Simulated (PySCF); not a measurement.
Cl3In, SMILES [Cl][In-]([Cl])[Cl], charge -1, multiplicity 2. Geometry: PBE0-D3(BJ)/def2-SVPD. The def2 effective core potentials stand for the cores of In; spin–orbit coupling is left out.

**Question.** Give the equilibrium geometry at PBE0-D3(BJ)/def2-SVPD (PySCF confirms it by a frequency run) as Cartesian coordinates in Å, and its point group. (An estimate is asked for; the answer gives what the named calculation found.)

**Answer.** point group C3v.
```xyz
4

In     0.0000     0.0000    -0.4479
Cl    -2.0157    -1.1637     0.4303
Cl     2.0157    -1.1637     0.4303
Cl     0.0000     2.3275     0.4303
```
Charge -1, spin multiplicity 2.
